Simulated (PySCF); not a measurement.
CH₃FO₂Si, SMILES C([SiH2]F)(=O)O. Geometry: PBE0-D3(BJ)/def2-SVP. This is a generated structure with no PubChem entry under its InChIKey; it may be hypothetical. Other conformers were not sampled.

Problem. Give the equilibrium geometry at PBE0-D3(BJ)/def2-SVP (PySCF confirms it by a frequency run) as a Z-matrix, and its point group. (The exact figures need the calculation; the answer reports its results.)

Solution. This is not unique; one that fits is point group Cs.
```
C
O 1 1.2054
O 1 1.3328 2 123.64
H 3 0.9742 1 107.12 2 0.00
Si 1 1.9134 2 118.85 3 180.00
F 5 1.6219 1 111.97 2 180.00
H 5 1.4846 6 109.09 1 -118.41
H 5 1.4846 7 112.44 6 121.15
```
Charge 0, spin multiplicity 1.
